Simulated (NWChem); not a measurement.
System meant: MnCl2, sextet; SMILES [Cl][Mn][Cl]

Input file for NWChem:

```
start job
memory heap 200 mb stack 900 mb global 1100 mb
geometry units angstroms noautoz
  Mn     0.000000     0.000000     0.011682
  Cl     2.191394     0.000000    -0.009580
  Cl    -2.191394     0.000000    -0.009580
end
basis spherical
  * library def2-svp
end
dft
  odft
  mult 7
  xc pbe0
  iterations 150
  mulliken
end
task dft energy
```

End of the output:

```
 Summary of "ao basis" -> "" (spherical)
 ------------------------------------------------------------------------------
       Tag                 Description            Shells   Functions and Types
 ---------------- ------------------------------  ------  ---------------------
 *                          def2-svp                  on all atoms

                                 NWChem DFT Module
                                 -----------------

 Summary of "ao basis" -> "ao basis" (spherical)
 ------------------------------------------------------------------------------
       Tag                 Description            Shells   Functions and Types
 ---------------- ------------------------------  ------  ---------------------
 Mn                         def2-svp                11       31   5s3p2d1f
 Cl                         def2-svp                 8       18   4s3p1d

 Summary of "ao basis" -> "ao basis" (spherical)
 ------------------------------------------------------------------------------
       Tag                 Description            Shells   Functions and Types
 ---------------- ------------------------------  ------  ---------------------
 Mn                         def2-svp                11       31   5s3p2d1f
 Cl                         def2-svp                 8       18   4s3p1d

      Symmetry analysis of basis
      --------------------------

        a1         27
        a2          8
        b1         20
        b2         12

  number of electrons :                   59
  multiplicity        :                    7
 ------------------------------------------------------------------------
  no. of electrons and multiplicity not compatible                  59
 ------------------------------------------------------------------------
 ------------------------------------------------------------------------
  current input line :
    18: task dft energy
 ------------------------------------------------------------------------
 ------------------------------------------------------------------------
 There is an error in the input file
 ------------------------------------------------------------------------
 For more information see the NWChem manual at https://nwchemgit.github.io

0: no. of electrons and multiplicity not compatible:Received an Error in Communication
```

Task: What is wrong, and how is it mended?

Result: The input was rejected before any calculation. Cause: the multiplicity doesn't fit the number of electrons (an even count wants an odd multiplicity, and the reverse). This input runs:
```
start job
memory heap 200 mb stack 900 mb global 1100 mb
geometry units angstroms noautoz
  Mn     0.000000     0.000000     0.011682
  Cl     2.191394     0.000000    -0.009580
  Cl    -2.191394     0.000000    -0.009580
end
basis spherical
  * library def2-svp
end
dft
  odft
  mult 6
  xc pbe0
  iterations 150
  mulliken
end
task dft energy
```
It converges to -2070.58307 Ha (PBE0/def2-SVP, spin-unrestricted).
